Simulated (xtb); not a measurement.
I6La2, SMILES [La]12([I])([I][La]2([I]1)([I])[I])[I] (connectivity only; charge and spin as stated), neutral, multiplicity 1. All values are semi-empirical tight-binding results from xtb (GFN2-xTB unless named), good for trends rather than for accurate numbers. Coordinates come from a GFN2-xTB optimisation. The multiplicity is an assumed one; other spin states were not compared.

For metal compounds this method's bond lengths and energies can be far off.

Computed properties:
```json
{
  "point_group_as_xtb_finds_it": "D2h",
  "orbital_gap": "0.90 eV",
  "zero_point_energy": "1.9 kcal/mol",
  "G − E(el) at 298.15 K (modified RRHO)": "-31.6 kcal/mol"
}
```
